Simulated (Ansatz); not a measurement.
Coupled-cluster run, CH$_{3}$FOSi, SMILES `F[SiH]1CO1`.

```yaml
crystal:
  periodic: [false, false, false]
  atoms:
    - {symbol: F, position_ang: [-2.105360, -0.021946, 0.299545]}
    - {symbol: Si, position_ang: [-0.702870, 0.117398, -0.423880]}
    - {symbol: C, position_ang: [0.837403, 0.019343, 0.481968]}
    - {symbol: O, position_ang: [0.336768, -1.140574, -0.335143]}
    - {symbol: H, position_ang: [-0.938247, 0.760002, -1.724151]}
    - {symbol: H, position_ang: [1.782307, 0.408566, 0.110753]}
    - {symbol: H, position_ang: [0.851198, -0.210688, 1.545109]}
basis:
  gaussian: {orbitals: def2-TZVPP}
correlation: {method: ccsd_t}
output: {orbitals: {seedname: orbitals}}
```

```sh
$ ansatz run in.yaml --threads 2 --pin off --events-out ev --progress --plain --max-ram 4352MiB
```

The program prints (abridged):

```
Functional definition: HF
1072 factors; integrals over basis functions are off by at most 9.6e-4 eV
mean field evaluation 1: about -13683.5434 eV, gradient 4.2e1 eV
mean field evaluation 2: about -13683.8095 eV, gradient 4.2e1 eV
mean field evaluation 4: about -13687.2137 eV, gradient 3.7e0 eV
mean field evaluation 8: about -13687.2716 eV, gradient 3.3e-1 eV
mean field -13687.27206256 eV, -502.9979707329 hartree, gradient 7.4e-6 eV, S^2 0.000000; 0 other end points of the search recorded, 0 dependent functions left out
8 core orbitals not correlated: weight in the atoms' cores, before any rotation towards them, 1.000 or more for the frozen orbitals, at most 0.000 for the correlated occupied ones
reference -13687.27206256 eV, -502.9979707329 hartree; 12, 12 occupied and 157, 157 virtual orbitals, 1072 factors
second order -20.88115761 eV of doubles, -0.00000000 eV of singles
cycle   1  -20.75173933 eV  change    1.3e-1 eV  update   1.0e-1
cycle   2  -21.24943508 eV  change   -5.0e-1 eV  update   3.1e-2
cycle   3  -21.37375060 eV  change   -1.2e-1 eV  update   1.6e-2
cycle   4  -21.35843706 eV  change    1.5e-2 eV  update   3.6e-3
cycle   5  -21.35760893 eV  change    8.3e-4 eV  update   1.8e-3
cycle   6  -21.35887182 eV  change   -1.3e-3 eV  update   5.4e-4
cycle   7  -21.35860625 eV  change    2.7e-4 eV  update   2.3e-4
cycle   8  -21.35850704 eV  change    9.9e-5 eV  update   6.4e-5
cycle   9  -21.35853149 eV  change   -2.4e-5 eV  update   2.4e-5
perturbative correction -0.78608558 eV, -0.0288881121 hartree
Total energy: -13709.41667963 eV, -503.8117703999 hartree
```

It took 33 s on 2 threads of an Arm Neoverse V2 on a shared host, with 1.7 GiB of host memory at the peak.

Correlation energy per correlated electron: -0.923 eV. T1 diagnostic: 0.0133.
